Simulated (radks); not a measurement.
Results of a calculation; reference values are marked as such.
Question: Radial electron density D(r) = 4 pi r^2 rho(r) of an atom or ion with 1 electrons. Code: a radial shooting solver on a logarithmic mesh with Libxc functionals. Model: scalar-relativistic Kohn-Sham, LB94 model potential, spin-polarised, spherical densities, finite nucleus; Fermi nuclear charge, rms radius of each element as measured or else 0.836 A^(1/3) + 0.57 fm.

| r (bohr) | D(r) (e/bohr) |
|---|---|
| 0.02892 | 0.1681 |
| 0.03367 | 0.2193 |
| 0.0392 | 0.2843 |
| 0.04563 | 0.3659 |
| 0.05312 | 0.4670 |
| 0.06185 | 0.5901 |
| 0.072 | 0.7371 |
| 0.08382 | 0.9087 |
| 0.0968 | 1.092 |
| 0.1127 | 1.303 |
| 0.1312 | 1.523 |
| 0.1527 | 1.737 |
| 0.1778 | 1.927 |
| 0.207 | 2.069 |
| 0.241 | 2.138 |
| 0.2805 | 2.115 |
| 0.3266 | 1.988 |
| 0.3802 | 1.761 |
| 0.4426 | 1.456 |
| 0.5152 | 1.110 |
| 0.595 | 0.7880 |
| 0.6927 | 0.4935 |
| 0.8064 | 0.2723 |
| 0.9388 | 0.1297 |
| 1.093 | 0.05201 |
| 1.272 | 0.01709 |
| 1.481 | 0.004452 |

What is the nuclear charge?

Answer: Z = 4. The innermost maximum, from 1s, lies near gamma/Z bohr with gamma = sqrt(1 - (Z/c)^2) = 1.000, here 0.25 bohr (found: 0.251), and its height grows with Z. The density is that of the beryllium ion Be3+ in 1s1; the configuration itself is not fixed sharply by these data. D(r) has 1 maximum, at r = 0.251 bohr.
